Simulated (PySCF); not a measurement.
Species: hexafluorophosphate, PF6 (charge -1).
SMILES with atom numbers: `[F:1][P-:2]([F:3])([F:4])([F:5])([F:6])[F:7]`

Cartesian coordinates in Å at the GFN2-xTB level; atoms count from 1:
```
atom  x, y, z in Å
F1    -0.618   -1.489    0.221
P2     0.000    0.001   -0.004
F3     0.929   -0.567   -1.216
F4    -0.928    0.568    1.208
F5     1.187   -0.331    1.062
F6    -1.186    0.333   -1.069
F7     0.619    1.491   -0.229
```

A PySCF run (density fitting, gas phase, GFN2-xTB geometry) gave HOMO -2.86 eV, LUMO 8.41 eV and E = -934.146 Eh.

Question: Which of these levels was it?
A. HF/pcSseg-1
B. PBE/6-311G**
C. PBE0/MINI
D. PBE0/pcSseg-1

Answer: C. It is PBE0/MINI. All candidates on this geometry:

```
                    level and settings           kind  basis functions  SCF cycles     E (Eh)  HOMO (eV)  LUMO (eV)
      PBE/6-311G**, level shift 0.2 Eh            GGA              134          10  -940.1321      -3.02       6.21
           PBE0/MINI, start guess vsap  global hybrid               39           5  -934.1456      -2.86       8.41
                         PBE0/pcSseg-1  global hybrid              126          11  -939.9391      -5.31       7.57
HF/pcSseg-1, energy threshold 1e-06 Eh   Hartree–Fock              126           7  -937.5279     -11.32      12.58
```

The nearest other candidate, by the summed differences of HOMO and LUMO, is PBE/6-311G**: its HOMO differs by -0.16 eV and its LUMO by -2.20 eV. Cycle counts include a coarse-grid stage where the run had one. All basis functions are spherical, in the Pople sets too.
